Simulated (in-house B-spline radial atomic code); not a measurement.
The iodine ion I⁺ is squeezed into an impenetrable sphere of radius R (the orbitals vanish at R). No spin polarisation. Caution: exact exchange at fractional occupations of open shells leaves self-interaction of up to several eV. All numbers are computed (non-relativistic B3LYP, spherical fractional occupations; point nucleus) with an all-electron radial atomic-structure program (B-spline basis), not measured.

Energies in eV above the free ion in [Kr] 4d10 5s2 5p4:

| R (bohr) | highest level (eV) | [Kr] 4d10 5s2 5p4 | [Ar] 3d10 4s2 4p5 4d10 5s2 5p4 5f1 | [Ar] 3d9 4s2 4p6 4d10 5s2 5p4 5f1 | -dE/dV in [Kr] 4d10 5s2 5p4 (GPa) |
| --- | --- | --- | --- | --- | --- |
| 8.34 | -15.8 | 0.003669 | 150.1 | 659.3 | 0.00855 |
| 6.81 | -15.7 | 0.06263 | 153.1 | 662.2 | 0.212 |
| 5.42 | -15.1 | 0.7566 | 159 | 668 | 3.91 |
| 4.56 | -13.6 | 3.425 | 167.7 | 676.5 | 24.8 |
| 3.88 | -10.4 | 11.28 | 183.5 | 691.8 | 113 |
| 3.22 | -2.56 | 36.64 | 222.5 | 729.8 | 554 |
| 2.59 | 18 | 120.4 | 332.5 | 836.8 | 3090 |
| 2.04 | 71.6 | 389 | 652 | 1147 | 18700 |
| 1.82 | 119 | 660.9 | 961.4 | 1448 | 43400 |
| 1.53 | 239 | 1434 | 1815 | 2282 | 149000 |

(1) Does [Ar] 3d10 4s2 4p5 4d10 5s2 5p4 5f1 fall below [Kr] 4d10 5s2 5p4 under compression?

(2) Does [Ar] 3d9 4s2 4p6 4d10 5s2 5p4 5f1 fall below [Kr] 4d10 5s2 5p4 under compression?

The highest level is first positive in the row R = 2.59 bohr, pushed up by confinement above the zero of the free ion's potential. Each configuration is held fixed and needn't be the lowest in the sphere.

Results:

(1) No, it stays above over the whole range.

(2) No, it stays above over the whole range.
